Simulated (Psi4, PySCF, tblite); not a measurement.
Two rigid molecules brought together: H4Ge ··· Br2 (SMILES [GeH4] and BrBr), singlet. Monomers: optimised at B3LYP-D3(BJ) (def2-TZVP), held rigid. Orientation: lowest of the rigid-body minima from ten starts at GFN2-xTB. The monomers approach along the line of their centres of mass (distance R); nothing else relaxes.

Computed with: RKS-B3LYP/6-31G* = restricted B3LYP/6-31G*, spherical d, no counterpoise correction run with PySCF; GFN2-xTB (tblite); RHF/STO-3G = PySCF with restricted Hartree-Fock/STO-3G, no counterpoise correction; SAPT0/jun-cc-pVDZ, frozen core (Psi4).

Interaction energies in kcal/mol; the last columns give the difference from SAPT0:

```json
[
 {"R / Å": "2.98", "RKS-B3LYP/6-31G*": "15.50", "GFN2-xTB": "4.41", "RHF/STO-3G": "17.56", "SAPT0/jun-cc-pVDZ": "13.11", "RKS-B3LYP/6-31G* − SAPT0/jun-cc-pVDZ": "2.39", "GFN2-xTB − SAPT0/jun-cc-pVDZ": "-8.70", "RHF/STO-3G − SAPT0/jun-cc-pVDZ": "4.46"},
 {"R / Å": "3.24", "RKS-B3LYP/6-31G*": "6.96", "GFN2-xTB": "-1.20", "RHF/STO-3G": "7.17", "SAPT0/jun-cc-pVDZ": "5.02", "RKS-B3LYP/6-31G* − SAPT0/jun-cc-pVDZ": "1.95", "GFN2-xTB − SAPT0/jun-cc-pVDZ": "-6.21", "RHF/STO-3G − SAPT0/jun-cc-pVDZ": "2.16"},
 {"R / Å": "3.43", "RKS-B3LYP/6-31G*": "3.80", "GFN2-xTB": "-2.57", "RHF/STO-3G": "3.57", "SAPT0/jun-cc-pVDZ": "2.09", "RKS-B3LYP/6-31G* − SAPT0/jun-cc-pVDZ": "1.71", "GFN2-xTB − SAPT0/jun-cc-pVDZ": "-4.66", "RHF/STO-3G − SAPT0/jun-cc-pVDZ": "1.48"},
 {"R / Å": "3.62", "RKS-B3LYP/6-31G*": "2.05", "GFN2-xTB": "-2.87", "RHF/STO-3G": "1.70", "SAPT0/jun-cc-pVDZ": "0.55", "RKS-B3LYP/6-31G* − SAPT0/jun-cc-pVDZ": "1.50", "GFN2-xTB − SAPT0/jun-cc-pVDZ": "-3.42", "RHF/STO-3G − SAPT0/jun-cc-pVDZ": "1.15"},
 {"R / Å": "3.80", "RKS-B3LYP/6-31G*": "1.14", "GFN2-xTB": "-2.72", "RHF/STO-3G": "0.81", "SAPT0/jun-cc-pVDZ": "-0.18", "RKS-B3LYP/6-31G* − SAPT0/jun-cc-pVDZ": "1.31", "GFN2-xTB − SAPT0/jun-cc-pVDZ": "-2.55", "RHF/STO-3G − SAPT0/jun-cc-pVDZ": "0.98"},
 {"R / Å": "4.04", "RKS-B3LYP/6-31G*": "0.53", "GFN2-xTB": "-2.30", "RHF/STO-3G": "0.28", "SAPT0/jun-cc-pVDZ": "-0.55", "RKS-B3LYP/6-31G* − SAPT0/jun-cc-pVDZ": "1.09", "GFN2-xTB − SAPT0/jun-cc-pVDZ": "-1.75", "RHF/STO-3G − SAPT0/jun-cc-pVDZ": "0.83"},
 {"R / Å": "4.36", "RKS-B3LYP/6-31G*": "0.23", "GFN2-xTB": "-1.72", "RHF/STO-3G": "0.05", "SAPT0/jun-cc-pVDZ": "-0.60", "RKS-B3LYP/6-31G* − SAPT0/jun-cc-pVDZ": "0.82", "GFN2-xTB − SAPT0/jun-cc-pVDZ": "-1.12", "RHF/STO-3G − SAPT0/jun-cc-pVDZ": "0.65"},
 {"R / Å": "4.66", "RKS-B3LYP/6-31G*": "0.13", "GFN2-xTB": "-1.28", "RHF/STO-3G": "0.00", "SAPT0/jun-cc-pVDZ": "-0.49", "RKS-B3LYP/6-31G* − SAPT0/jun-cc-pVDZ": "0.62", "GFN2-xTB − SAPT0/jun-cc-pVDZ": "-0.79", "RHF/STO-3G − SAPT0/jun-cc-pVDZ": "0.49"},
 {"R / Å": "5.12", "RKS-B3LYP/6-31G*": "0.07", "GFN2-xTB": "-0.80", "RHF/STO-3G": "-0.01", "SAPT0/jun-cc-pVDZ": "-0.31", "RKS-B3LYP/6-31G* − SAPT0/jun-cc-pVDZ": "0.38", "GFN2-xTB − SAPT0/jun-cc-pVDZ": "-0.49", "RHF/STO-3G − SAPT0/jun-cc-pVDZ": "0.31"},
 {"R / Å": "5.83", "RKS-B3LYP/6-31G*": "0.02", "GFN2-xTB": "-0.38", "RHF/STO-3G": "0.00", "SAPT0/jun-cc-pVDZ": "-0.15", "RKS-B3LYP/6-31G* − SAPT0/jun-cc-pVDZ": "0.17", "GFN2-xTB − SAPT0/jun-cc-pVDZ": "-0.23", "RHF/STO-3G − SAPT0/jun-cc-pVDZ": "0.15"},
 {"R / Å": "6.84", "RKS-B3LYP/6-31G*": "0.00", "GFN2-xTB": "-0.14", "RHF/STO-3G": "0.00", "SAPT0/jun-cc-pVDZ": "-0.06", "RKS-B3LYP/6-31G* − SAPT0/jun-cc-pVDZ": "0.06", "GFN2-xTB − SAPT0/jun-cc-pVDZ": "-0.08", "RHF/STO-3G − SAPT0/jun-cc-pVDZ": "0.06"},
 {"R / Å": "8.11", "RKS-B3LYP/6-31G*": "0.00", "GFN2-xTB": "-0.04", "RHF/STO-3G": "0.00", "SAPT0/jun-cc-pVDZ": "-0.02", "RKS-B3LYP/6-31G* − SAPT0/jun-cc-pVDZ": "0.02", "GFN2-xTB − SAPT0/jun-cc-pVDZ": "-0.02", "RHF/STO-3G − SAPT0/jun-cc-pVDZ": "0.02"}
]
```

RKS-B3LYP/6-31G* is furthest from SAPT0/jun-cc-pVDZ at 2.98 (2.39 kcal/mol, above); its mean absolute difference over the points is 1.00 kcal/mol.

GFN2-xTB is furthest from SAPT0/jun-cc-pVDZ at 2.98 (-8.70 kcal/mol, below); its mean absolute difference over the points is 2.50 kcal/mol.

RHF/STO-3G is furthest from SAPT0/jun-cc-pVDZ at 2.98 (4.46 kcal/mol, above); its mean absolute difference over the points is 1.06 kcal/mol.
